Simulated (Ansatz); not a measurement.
Born–Oppenheimer molecular dynamics of FGeH$_{3}$O$_{2}$ (7 atoms, charge 0, multiplicity 1). It starts from a relaxed structure.

Theory: Ansatz, RKS B3LYP-D4/def2-SVP.

```yaml
ensemble: NVE (velocity Verlet)
time_step: 0.5 fs
steps_asked: 150
starting_velocities_drawn_for: 200 K
masses: H 2.014 u
seed: 729715
```

First frame:

```xyz
7
Properties=species:S:1:pos:R:3
Ge -0.018 0.006 -0.056
F -0.010 -0.057 1.689
O 1.628 -0.016 -0.671
H 2.029 -0.896 -0.641
H -0.682 1.304 -0.502
O -0.823 -1.492 -0.541
H -1.322 -1.892 0.185
```

How far do the bonds stretch over the last three quarters of this one trajectory? (Pairs bonded in most of those frames.)


| bond | mean (Å) | spread (Å) | shortest | longest |
| --- | --- | --- | --- | --- |
| Ge1–F2 | 1.750 | 0.028 | 1.71 | 1.79 |
| Ge1–O3 | 1.761 | 0.013 | 1.74 | 1.78 |
| Ge1–H5 | 1.529 | 0.017 | 1.50 | 1.55 |
| Ge1–O6 | 1.768 | 0.004 | 1.76 | 1.77 |
| O3–H4 | 0.968 | 0.016 | 0.94 | 0.99 |
| O6–H7 | 0.968 | 0.005 | 0.96 | 0.98 |

Mean temperature of the second half: 90 K. The conserved energy stayed within 0.049 meV per atom of its start (net change 0.041 meV per atom), so the integration is sound. Over the second half the temperature averaged 0.45 of the 200 K drawn at the start: a run that starts near a minimum puts about half its kinetic energy into the potential. A run of 0.075 ps of so small a system gives no equilibrium averages.

The run took 4.3 min on 2 threads of Arm Neoverse V1, with other jobs on the host, peak memory 0.18 GiB.
